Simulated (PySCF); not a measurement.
An unknown is described by computed data only.

Formula: C8H16NP.

- Dipole: 0.74 D [PBE0/pcSseg-1]
- 13C NMR: chemical shifts (computed TMS as zero) by class: 155.3 (1 C), 140.6 (1 C), 47.9 (1 C), 35.0 (1 C), 15.4 (1 C), 14.0 (1 C), 5.2 (2 C) ppm [GIAO PBE0/pcSseg-1]
- NMR, other nuclei: isotropic shieldings of nuclei other than C and H, by class: 215 (1 N), 233 (1 P) ppm [GIAO PBE0/pcSseg-1]
- 1H NMR: chemical shifts (computed TMS as zero) by class: 6.79 (1 H), 6.27 (1 H), 6.21 (1 H), 2.38 (3 H), 2.24 (2 H), 1.09 (3 H), 0.72 (2 H), 0.66 (1 H), 0.43 (2 H) ppm [GIAO PBE0/pcSseg-1]
- Rotational structure: rotational constants A, B, C: 1.519, 0.835, 0.585 GHz [PBE0-D3(BJ)/def2-SVP]

Gas-phase values; electronic properties from PySCF, density fitting. Levels stand in brackets. The structure is a single PBE0-D3(BJ)/def2-SVP conformer in the gas phase; no vibrational or solvent corrections. NMR classes are plain means over equivalent atoms (diastereotopic ones count apart unless rotation or inversion swaps them), as if these changed places fast.

Question: Give a SMILES that accounts for the data.

Answer: Numbering: `[CH2:1]=[CH:2][P:3]([CH:4]1[CH2:5][CH2:6]1)[N:7]([CH3:8])[CH2:9][CH3:10]`. 8 carbons fall into 7 classes; from least to most shielded: alkene CH carbon [C2] (155.3 ppm), terminal =CH2 carbon [C1] (140.6 ppm), chain sp3 carbon bound to nitrogen [C9] (47.9 ppm), N-methyl carbon [C8] (35.0 ppm), methyl carbon [C10] (15.4 ppm), ring sp3 carbon bound to phosphorus [C4] (14.0 ppm), three-membered-ring carbon [C5/C6] (5.2 ppm, 2 C, up to 6.9 ppm apart in this geometry). Hydrogen classes from least to most shielded: 1 H on an alkene CH carbon, C2 (6.79 ppm), 1 H on a terminal =CH2 carbon, C1 (6.27 ppm), 1 H on a terminal =CH2 carbon, C1 (6.21 ppm), 3 H on an N-methyl carbon, C8 (2.38 ppm, a mean of values up to 1.2 ppm apart in this geometry), 2 H on an sp3 carbon bound to nitrogen, C9 (2.24 ppm, a mean of values up to 0.6 ppm apart in this geometry), 3 H on a methyl carbon, C10 (1.09 ppm, a mean of values up to 0.6 ppm apart in this geometry), 2 H on 2 three-membered-ring carbons, C5/C6 (0.72 ppm), 1 H on an sp3 carbon bound to phosphorus, C4 (0.66 ppm), 2 H on 2 three-membered-ring carbons, C5/C6 (0.43 ppm). The other shieldings belong to: 215 ppm, nitrogen bonded to 2 C and P [N7]; 233 ppm, three-coordinate phosphorus [P3]. The optimised geometry has point group C1 and is an asymmetric top. Structure: `C=CP(C1CC1)N(C)CC`. Computed isomers that give other values at the same levels: `C=CP(C=C)NC(C)(C)C` (13C chemical shifts (computed TMS as zero) by class: 153.7 (2 C), 129.8 (2 C), 49.3 (1 C), 33.5 (3 C) ppm). The assignments are read from this structure; whether some other isomer fits the data as well wasn't checked.

The values belong to the conformer `[CH2:1]=[CH:2][P:3]([CH:4]1[CH2:5][CH2:6]1)[N:7]([CH3:8])[CH2:9][CH3:10]`: C1–C2–P3–C4 -121°, C2–P3–C4–C5 156°, C2–P3–N7–C8 161°, P3–N7–C9–C10 155°.
